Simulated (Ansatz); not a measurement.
Program: Ansatz. Geometries: PBE0-D4/def2-TZVP. ΔE: electronic, gas phase. CBS: MP2 limit from def2 TZ/QZ plus the TZ coupled-cluster correction, frozen cores. This one scheme is used for every species, atoms too. DFT in def2-TZVPP. Open shells (•) are unrestricted, without spin–orbit coupling. Spin–orbit coupling would lower the free atoms: a little for B, F, O, S, Si. Each species was taken in one conformer, which may not be the lowest.

Reaction (atomization): `O[SiH](F)NBS` → B• + F• + 5 H• + N• + O• + S• + Si•

(1) What is ΔE at CCSD(T)/CBS? (Best estimate.)

(2) What do these levels give: BLYP-D4, PBE, r2SCANh, MP2/def2-SVP, HF/def2-TZVPP, HF/def2-QZVPP? (Best estimate.)

(3) What do rigid-rotor, harmonic-oscillator terms from PBE0-D4/def2-TZVP frequencies (298.15 K, 1 bar) make of the CCSD(T)/CBS value? (An estimate is asked.)

Largest T1 diagnostic among the species: 0.014.

Results:

(1) The calculation gave: +4255.8 kJ/mol.

(2) The calculation gave: BLYP-D4 4245.7, PBE 4286.5, r2SCANh 4221.7, MP2/def2-SVP 4018.1, HF/def2-TZVPP 3082.2, HF/def2-QZVPP 3092.6 kJ/mol.

(3) The calculation gave: ΔZPE = -175.7 kJ/mol, ΔH = +4123.9 kJ/mol, ΔS = 1160 J/(mol·K), ΔG = +3778.1 kJ/mol. Open shells count their whole term as degenerate. Modes under 50 cm⁻¹ make the entropy rough.

From PBE to PBE0 (25 % exact exchange), in def2-TZVPP and without D4, ΔE moves by −81.8 kJ/mol: exact exchange takes away binding that semilocal exchange gives to molecules. In def2-TZVPP, CCSD(T) changes the Hartree–Fock value by +1042.9 kJ/mol (the triples alone add +66.1 kJ/mol) and MP2 by +1151.8 kJ/mol; breaking electron pairs costs correlation energy, which Hartree–Fock lacks. At CCSD(T), def2-SVP lies −330.3 kJ/mol from the extrapolated value and def2-TZVPP −130.7 kJ/mol: correlation converges slowly with the basis, and small sets miss more of it in the bonded molecule than in its fragments.

For atomizations the MP2-based limit and the directly extrapolated one differ by several kJ/mol either way, and by 10 to 25 for some Ge, Se and Sn compounds, so smaller differences from it don't rank the levels.
